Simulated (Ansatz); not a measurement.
The pair A = SiH4 (SMILES [SiH4]) (first 5 atoms), B = H2Se (SMILES [SeH2]); geometry from B3LYP-D3(BJ)/def2-TZVP.
(charge 0, multiplicity 1):
```xyz
8

Si     0.19509    -0.00971     0.03557
H     -0.61412    -1.17604     0.45011
H     -0.44402     1.23783     0.51023
H      0.27287     0.02524    -1.44510
H      1.56163    -0.11595     0.59033
Se    -0.10445     0.02698     3.91304
H      0.31493     1.42896     3.77075
H     -1.49858     0.37884     3.60651
```

Frozen-core correlation. Filled d and f shells under p-block atoms count as core. MP2 and its Hartree–Fock in def2-QZVPPD are density fitted.

Programs: Ansatz (an electronic-structure program). 

The counterpoise-corrected interaction energy is E(AB) − E(A in the pair's basis) − E(B in the pair's basis). Total energies (hartree):

| level | AB | A in the pair's basis | B in the pair's basis |
|---|---|---|---|
| HF/def2-TZVPPD | -2692.2622000 | -291.2586021 | -2401.0048908 |
| MP2/def2-TZVPPD | -2692.5795878 | -291.4027758 | -2401.1752915 |
| HF/def2-QZVPPD | -2692.3186804 | -291.2678835 | -2401.0521010 |
| MP2/def2-QZVPPD | -2692.6591070 | -291.4211047 | -2401.2362341 |
| CCSD(T)/def2-TZVPPD | -2692.6427448 | -291.4364243 | -2401.2049481 |

**Question.** Work out the counterpoise-corrected interaction energy at the basis-set limit: extrapolate the MP2 correlation part as X⁻³, take Hartree–Fock from the larger set, and add the CCSD(T) − MP2 difference of def2-TZVPPD.

**Answer.** 
1. Differences (1 hartree = 627.509 kcal/mol): HF/def2-TZVPPD 0.811; MP2/def2-TZVPPD -0.954; HF/def2-QZVPPD 0.818; MP2/def2-QZVPPD -1.110; CCSD(T)/def2-TZVPPD -0.861.
2. Correlation parts, MP2 less HF: -1.765 in def2-TZVPPD (X = 3), -1.928 in def2-QZVPPD (X = 4).
3. Limit (4³·(-1.928) − 3³·(-1.765))/(4³ − 3³) = -2.046; with HF/def2-QZVPPD it gives -1.228.
4. CCSD(T) less MP2 in def2-TZVPPD: 0.093.
Result: -1.14 kcal/mol, against -0.95 at MP2/def2-TZVPPD. It is an estimate of this method's limit, not of the exact value.
